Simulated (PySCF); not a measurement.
Species: C3H14OSi3.
Atom-mapped SMILES: `[CH3:1][CH:2]([CH3:3])[SiH2:4][O:5][SiH2:6][SiH3:7]` (hydrogens: H8, H9, H10 on C1; H11 on C2; H12, H13, H14 on C3; H15, H16 on Si4; H17, H18 on Si6; H19, H20, H21 on Si7)

Cartesian coordinates in Å at the PBE0-D3(BJ)/def2-SVP level; atoms count from 1:
```
atom  x, y, z in Å
C1    -1.1835   -0.0621   -1.4493
C2    -1.2512   -0.2287    0.0674
C3    -2.6728   -0.5010    0.5574
Si4   -0.5231    1.2679    0.9530
O5     1.0136    1.5837    0.3905
Si6    2.5768    1.0259    0.4193
Si7    2.6234   -1.3037    0.1040
H8    -1.5614   -0.9599   -1.9664
H9    -0.1543    0.1160   -1.7966
H10   -1.7969    0.7912   -1.7837
H11   -0.6147   -1.0878    0.3557
H12   -3.0901   -1.4040    0.0815
H13   -2.7165   -0.6541    1.6476
H14   -3.3483    0.3356    0.3119
H15   -1.3553    2.4793    0.6867
H16   -0.4747    1.0136    2.4285
H17    3.2241    1.3602    1.7276
H18    3.3383    1.7073   -0.6694
H19    1.8822   -1.9904    1.2091
H20    1.9774   -1.6735   -1.1942
H21    4.0355   -1.7987    0.0991
```

The closed-shell ground state was solved at several levels (PySCF, density fitting, gas phase, non-relativistic).

```csv
level,basis functions,HOMO (eV),LUMO (eV),gap (eV),dipole (D)
HF/pcSseg-1,210,-10.67,3.05,13.72,0.86
wB97X-D/def2-SVPD,267,-9.50,1.33,10.83,0.90
```

Task: Estimate the row for PBE0/pcSseg-1, a basis of 210 functions; the other rows only guide the guess.

Result: HOMO -7.74 eV, LUMO -0.31 eV, gap 7.43 eV, dipole 0.87 D.

Task: Over all these levels, which gives the widest orbital gap and which the narrowest?

Result: HF/pcSseg-1 (Hartree–Fock, all exact exchange) has the widest, 13.72 eV, and PBE0/pcSseg-1 (global hybrid, 25 % exact exchange) the narrowest, 7.43 eV. The two share the basis. From the narrowest to the widest the HOMO moves by -2.93 eV and the LUMO by +3.36 eV. The HOMO need not be the same orbital at Hartree–Fock and at DFT levels.

Task: How far do the dipole and the HOMO energy spread over the levels?

Result: The dipole runs from 0.86 to 0.90 D (mean 0.88 D) and the HOMO from -10.67 to -7.74 eV.

One conformer stands for the species.
